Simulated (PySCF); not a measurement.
Electric properties by functional and basis

Species: C4H5Br.
Numbering: `[Br:1][C@:2]12[CH2:3][C@H:4]1[CH2:5]2` (hydrogens: H6, H7 on C3; H8 on C4; H9, H10 on C5)

Cartesian coordinates in Å at the PBE0-D3(BJ)/def2-SVP level; atoms count from 1:
```xyz
10
C4H5Br angstrom
Br    -2.4338   -0.0076    0.7671
C     -0.7237   -0.0171   -0.0050
C      0.1955   -1.1539   -0.2775
C      0.6319    0.0207    0.5463
C      0.1687    1.1174   -0.3647
H      0.5990   -1.2966   -1.2915
H     -0.0100   -2.0807    0.2687
H      1.0031    0.0652    1.5687
H     -0.0605    2.0780    0.1088
H      0.5696    1.1919   -1.3870
```

PySCF, dipoles from the SCF density, polarisabilities from static response with core orbitals frozen. Isolated species at its PBE0-D3(BJ)/def2-SVP geometry, gas phase. The LDA/def2-SVPD calculation is non-relativistic and has no spin–orbit coupling, an omission that weighs most on bromine.

The anisotropy is √(½[(α1 − α2)² + (α2 − α3)² + (α3 − α1)²]).

```
              level  μ (D)  α (Å³)  anisotropy (Å³)
      LDA/def2-SVPD  1.372   10.06             3.05
      PBE/def2-SVPD  1.363   10.02             3.07
    B3LYP/def2-SVPD  1.390    9.81             2.99
     PBE0/def2-SVPD  1.421    9.68             2.94
BHandHLYP/def2-SVPD  1.453    9.50             2.88
CAM-B3LYP/def2-SVPD  1.396    9.62             2.87
  wB97X-D/def2-SVPD  1.437    9.63             2.89
  LC-wPBE/def2-SVPD  1.405    9.34             2.73
       HF/def2-SVPD  1.586    9.26             2.80
        PBE0/6-31G*  1.437    7.83             3.04
      PBE0/def2-SVP  1.237    7.98             2.99
   PBE0/aug-cc-pVDZ  1.441    9.78             3.10
     PBE0/def2-TZVP  1.383    9.24             3.21
    PBE0/def2-TZVPD  1.408    9.88             3.02
```

The dipole runs from 1.24 D (PBE0/def2-SVP) to 1.59 D (HF/def2-SVPD). No reference polarisability is at hand; against PBE0 in the largest diffuse basis at hand (def2-TZVPD) the other PBE0 rows deviate by 6-31G* -21%, def2-SVP -19%, def2-SVPD -2%, aug-cc-pVDZ -1%, def2-TZVP -7%. In one basis (def2-SVPD) the functionals order the polarisability from HF (lowest) to LDA (highest), a spread of 9%. With PBE0 the polarisability is 8.35 Å³ without diffuse functions (mean of 6-31G*, def2-SVP and def2-TZVP) and 9.78 Å³ with them (mean of def2-SVPD, aug-cc-pVDZ and def2-TZVPD).
